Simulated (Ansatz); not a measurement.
`[GeH3][CH]=[Se]`, charge 0, multiplicity 1.

Task: Give a relaxed structure at PBE0-D4/def2-TZVP (Ansatz 0.2.0). (Best estimate.)

Result: Ansatz gave: 
```xyz
7

Ge   -0.059   -0.159    0.824
C     0.207    0.251   -1.067
Se   -1.013    0.066   -2.307
H    -1.510   -0.598    1.033
H     0.266    1.095    1.655
H     0.920   -1.275    1.229
H     1.189    0.619   -1.367
```
Point group Cs.
